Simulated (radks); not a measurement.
Valence configurations of neutral arsenic (all share [Ar]). Method: Dirac Kohn-Sham, LDA (Slater exchange, Perdew-Wang correlation), spin-unpolarised, spherical densities, finite nucleus; open shells are shared between the two j in proportion to 2j + 1; Fermi nuclear charge, rms radius 4.0968 fm; computed with a radial shooting solver on a logarithmic mesh with Libxc functionals. Energies are relative to 3d10 4s2 4p3; eigenvalues in eV.

valence,E (eV),e(3d3/2),e(3d5/2),e(4p1/2),e(4p3/2),e(4s1/2)
3d10 4s2 4p3,0.000,-41.321,-40.590,-5.532,-5.250,-14.696
3d10 4s1 4p4,9.480,-42.951,-42.219,-6.178,-5.876,-15.580
3d10 4p5,19.200,-44.489,-43.756,-6.775,-6.453,-
3d9 4s2 4p4,40.205,-52.037,-51.261,-6.840,-6.485,-16.932
3d8 4s2 4p5,90.121,-63.303,-62.482,-8.141,-7.714,-19.082
3d9.5 4s2 4p3.5,18.924,-46.608,-45.855,-6.188,-5.869,-15.827
3d10 4s1.5 4p3.5,4.708,-42.149,-41.418,-5.862,-5.569,-15.148
3d9.5 4s1.5 4p4,23.879,-47.400,-46.647,-6.503,-6.175,-16.253
3d9 4s1 4p5,50.640,-53.537,-52.761,-7.436,-7.063,-17.726

NIST lists [Ar] 3d10 4s2 4p3 as the ground configuration; this level of theory agrees among the configurations tried. The energies are those of spherical spin-averaged densities, not of single terms.
